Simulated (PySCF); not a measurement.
Al(F)(Cl)(Et) (C₂H₅AlClF), SMILES C[CH2][Al]([F])[Cl].

Geometry: B3LYP-D3(BJ)/def2-SVP. The structure was generated by enumeration; whether it is a known compound was not checked. The values are those of a single conformer.

Level of theory: TDDFT-PBE/def2-SVPD (PySCF).

Vertical excitations.  State labels are in the subgroup Cs.

| state | symmetry | energy (eV) | λ (nm) | f | main pairs |
|---|---|---|---|---|---|
| S1 | A" | 5.92 | 209 | 0.010 | HOMO→LUMO+1 99 % |
| S2 | A' | 5.96 | 208 | 0.113 | HOMO→LUMO 96 % |
| S3 | A' | 6.50 | 191 | 0.012 | HOMO−1→LUMO 98 % |
| S4 | A" | 6.59 | 188 | 0.000 | HOMO−1→LUMO+1 99 % |
| S5 | A" | 6.64 | 187 | 0.031 | HOMO−2→LUMO 98 % |
| S6 | A' | 7.02 | 177 | 0.035 | HOMO−2→LUMO+1 88 % |
| S7 | A" | 7.13 | 174 | 0.007 | HOMO−3→LUMO 100 % |
| S8 | A' | 7.33 | 169 | 0.010 | HOMO−3→LUMO+1 96 % |
| S9 | A' | 7.42 | 167 | 0.119 | HOMO→LUMO+2 90 % |
| S10 | A' | 7.79 | 159 | 0.053 | HOMO−4→LUMO 68 %, HOMO→LUMO+3 24 % |
| T1 | A' | 5.37 | 231 | 0 | HOMO→LUMO 99 % |
| T2 | A" | 5.46 | 227 | 0 | HOMO→LUMO+1 99 % |
| T3 | A' | 6.32 | 196 | 0 | HOMO−1→LUMO 99 % |
| T4 | A" | 6.42 | 193 | 0 | HOMO−2→LUMO 92 % |
Triplets are in the Tamm–Dancoff approximation, which puts them higher than full response would, so one can lie above its singlet here.
